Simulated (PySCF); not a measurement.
**Which determinant of SnN⁺ lies lowest?**

Unrestricted PBE0; basis Sn cc-pVDZ-PP with ECP28, N cc-pVDZ; scalar-relativistic core potentials; PySCF 2.14. Outer shells of the fragments: Sn+ 4d10 5s2 5p1; N 2s2 2p3.

Followed along the bond (rough minima from three points):

| 2Ms+1 | unpaired | ⟨S²⟩ at the start | R at minimum (Å) | Te (eV) |
| --- | --- | --- | --- | --- |
| 3 | π ↑↑ | 2.01 | 2.15 | 0.00 |
| 3 | σ ↑, π ↑ | 2.18 | 2.02 | 0.46 |
| 1 | π ↑↓ | 1.00 | 2.14 | 0.53 |
| 1 | σ ↓, π ↑ | 1.02 | 2.00 | 0.98 |
| 5 | σ ↑, π ↑↑↑ | 6.01 | none in the scan | ≤ 1.58 |

Solutions found at the starting distance of 2.105 Å, counted from the lowest of them; the search is not exhaustive and high or unbound solutions are not listed, so other states can lie among these:

| 2Ms+1 | unpaired | term | E (eV) | ⟨S²⟩ | ⟨Lz²⟩ | μ (D) |
| --- | --- | --- | --- | --- | --- | --- |
| 3 | π ↑↑ | ³Σ⁻ | 0.00 | 2.01 | 0.00 | -1.75 |
| 3 | σ ↑, π ↑ | ³Π | 0.51 | 2.18 | 1.00 | -1.88 |
| 1 | π ↑↓ | mixed | 0.53 | 1.00 | 2.01 | -1.68 |
| 1 | σ ↓, π ↑ | mixed | 1.06 | 1.02 | 1.04 | -2.41 |
| 5 | σ ↑, π ↑↑↑ | ⁵Π | 1.97 | 6.01 | 1.00 | 0.75 |
| 1 | none | mixed | 2.00 | 0.00 | 2.00 | -1.37 |
| 3 | σ ↑, π ↑↑↓ | mixed | 3.03 | 3.01 | 3.01 | 0.49 |
| 1 | none | ¹Σ⁺ | 3.04 | 0.00 | 0.00 | -3.21 |
| 3 | σ ↓, π ↑↑↑ | mixed | 3.05 | 3.02 | 1.00 | 0.59 |
| 1 | σ ↑, π ↑↓↓ | mixed | 3.24 | 2.02 | 3.01 | 0.77 |

A term symbol is given only where ⟨S²⟩ and ⟨Lz²⟩ are close to those of a pure state; real π, δ and φ orbitals otherwise mix terms. A positive dipole points towards N; it is taken about the centre of mass and depends on that origin.

Problem. Compare the gap between the two lowest followed solutions at the starting distance with the gap between their minima.

Solution. At PBE0 the second solution (triplet, unpaired electrons σ ↑, π ↑) lies +0.51 eV from the first (triplet, unpaired electrons π ↑↑) at 2.105 Å and +0.46 eV at the minima; the two curves relax by different amounts, since their minima lie near 2.02 and 2.15 Å.

Spin–orbit coupling is left out. Counting both spins, an empty level lies below a filled one in some of these solutions, because spin and occupation are held.
